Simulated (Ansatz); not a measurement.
`C/C=[CH]\[GaH2]` + `[OH][AlH2]` → `[AlH2][O][GaH2]` + `C=CC` at 298.15 K and 1 bar (ligand exchange at a Ga–C bond).

Program: Ansatz. Geometries: PBE0-D4/def2-TZVP. ΔE: electronic, gas phase. CBS: MP2 limit from def2 TZ/QZ plus the TZ coupled-cluster correction, frozen cores. This one scheme is used for every species. For Ga outer-core shells are correlated without core-valence functions, which leaves a few kJ/mol of doubt a bond. Scalar relativity is left out up to krypton.

```
          species  CCSD(T)/CBS energy (Eh)  H − E (kJ/mol)  S (J/(mol·K))
`C/C=[CH]\[GaH2]`              -2042.27078           237.9          329.8
     `[OH][AlH2]`               -319.03157            82.3          252.8
`[AlH2][O][GaH2]`              -2243.58748            99.5          328.0
           `C=CC`               -117.74610           222.5          264.5
```

H − E and S are ideal-gas, rigid-rotor, harmonic terms from PBE0-D4/def2-TZVP. 1 Eh = 2625.50 kJ/mol, R = 8.31446 J/(mol·K).

Task: By hand: ΔE, ΔH, ΔS and ΔG.

Result: ΔE = (-2243.58748) + (-117.74610) − (-2042.27078) − (-319.03157) = -0.03123 Eh = -82.0 kJ/mol. Δ(H − E) = 99.5 + 222.5 − 237.9 − 82.3 = 1.8, so ΔH = -80.2 kJ/mol. ΔS = 328.0 + 264.5 − 329.8 − 252.8 = 9.9 J/(mol·K). ΔG = -80.2 − 298.15 × (9.9)/1000 = -83.2 kJ/mol.

Task: By hand: the equilibrium constant, and the temperature at which ΔG would vanish if ΔH and ΔS stayed fixed.

Result: log₁₀ K = −ΔG/(RT ln 10) = 14.6. ΔH and −TΔS have one sign here, so there is no such temperature.

The number of gas molecules stays the same, so ΔS is small and ΔH decides. A doubt of 5 kJ/mol in ΔE shifts log₁₀ K by 0.9 here. These are equilibria of isolated gas molecules and say nothing of rates. Largest T1 diagnostic: 0.015 (customary marks: 0.02 for closed shells, 0.045 for open ones).
